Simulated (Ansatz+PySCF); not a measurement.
The numbers below are computed, except where a source is named.
Several solutions for singlet BeH₂

| atom | x (Å) | y (Å) | z (Å) |
| --- | --- | --- | --- |
| H | 0.0000 | 0.0000 | -2.9460 |
| Be | 0.0000 | 0.0000 | 0.0000 |
| H | 0.0000 | 0.0000 | 2.9460 |

Basis set: 6-31G (spherical functions). Charge 0, multiplicity 1.

PBE0 (unrestricted) was run from several starts with Ansatz (development build ahead of 0.2.0) and PySCF 2.14.0.

| run | program | start | converged | energy (hartree) | <S²> |
| --- | --- | --- | --- | --- | --- |
| A | Ansatz | search for the lowest state | yes | -15.63749 | 1.07 |
| B | PySCF | program defaults | yes | -15.58520 | 0.00 |
| C | Ansatz | atomic start, no search | yes | -15.58520 | 0.00 |
| D | Ansatz | stability test followed | yes | -15.63749 | 1.07 |

(1) Which runs reached the lowest solution of this kind, and what is wrong with the others?

Results:

(1) A, D reached the lowest solution found. Converged but too high: B by 1.42 eV, C by 1.42 eV. Convergence only shows a stationary point, and even a stable one can lie too high; stability tests and further starts are what find lower ones. Caution: charge can spread falsely over distant fragments. Caution: the unrestricted determinant is a mixture of spin states.
